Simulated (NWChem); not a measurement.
# GeH₃SeI; SMILES [GeH3][Se]I

Results from NWChem. Medium grid unless said otherwise, to which SCAN and Minnesota functionals are sensitive. Coordinates come from a PBE0/def2-SVP optimisation. No frequency run checked for a minimum. def2 effective core potentials on I; no spin-orbit coupling.

Task: What does the run give for r2SCAN/def2-SVP? Quantities: highest occupied level (eV); orbital gap (eV); dipole (D).

Result: 
| Property | Result |
|---|---|
| highest occupied level (eV) | -5.76 |
| orbital gap (eV) | 2.21 |
| dipole (D) | 1.58 |
